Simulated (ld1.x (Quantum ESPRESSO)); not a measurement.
**bromine (Br), ultrasoft: configuration errors across variants**

bromine, ultrasoft, made with ld1.x (Quantum ESPRESSO) 7.5 (PBE, scalar-relativistic). Core [Ar], reference 3d10 4s1.75 4p5.25. Waves: 4s (bound): rcut 1.00, rcutus 1.35 bohr; 4s channel at 0.4 Ry: rcut 1.00, rcutus 1.35 bohr; 4p (bound): rcut 1.20, rcutus 1.35 bohr; 4p channel at 0.8 Ry: rcut 1.20, rcutus 1.35 bohr; 3d (bound): rcut 1.00, rcutus 1.10 bohr; 3d channel at -4.05 Ry: rcut 1.00, rcutus 1.10 bohr. Local part: all-electron potential smoothed inside 0.85 bohr (lloc = -1). Core correction: none. Augmentation charge: built from norm-conserving waves at rcut, not smoothed further.

All-electron excitation energies from the reference (eV): (1) 3d10 4s2 4p5 -3.075; (2) 3d10 4s2 4p4 9.479; (3) 3d10 4s2 4p3 32.240; (4) 3d10 4s2 4p4.5 2.000; (5) 3d10 4s2 4p1 112.247; (6) 3d10 4s2 4p5.3 -5.038; (7) 3d9 4s2 4p6 61.236.

3 further variants failed, have other tests or too few solved ones, and are left out.

A true bound ghost makes a file unfit for plane-wave use even where its test errors are small: the radial tests pick states by their node count and pass the ghost by.

Errors AE − PS in meV (a dash: test not solved or not reliable):

| change | (1) | (2) | (3) | (4) | (5) | (6) | (7) | bound ghosts |
| --- | --- | --- | --- | --- | --- | --- | --- | --- |
| base | -0.2 | -3.3 | -8.6 | -1.5 | -11 | +0.2 | -204 | p, s |
| wave 3d channel at -4.05 Ry: rcut 1.00, rcutus 1.10 bohr becomes 3d channel at -4.07 Ry: rcut 1.00, rcutus 1.10 bohr | -0.2 | -3.3 | -8.6 | -1.5 | -11 | +0.2 | -231 | p, s |
| wave 3d channel at -4.05 Ry: rcut 1.00, rcutus 1.10 bohr becomes 3d channel at -3.49 Ry: rcut 1.00, rcutus 1.10 bohr | -0.3 | -2.4 | -4.7 | -1.3 | +13 | +0.1 | -2667 | p, s |
| wave 3d channel at -4.05 Ry: rcut 1.00, rcutus 1.10 bohr becomes 3d channel at 0.87 Ry: rcut 1.00, rcutus 1.10 bohr | -0.5 | -3.4 | -8.5 | -1.7 | -13 | 0.0 | -1271 | p, s |

**Question.** Give the same row for: wave 3d channel at -4.05 Ry: rcut 1.00, rcutus 1.10 bohr becomes 3d channel at -2.34 Ry: rcut 1.00, rcutus 1.10 bohr.

**Answer.** -0.1, -3.0, -8.2, -1.3, -13, +0.3, -1743; bound ghosts: p, s.
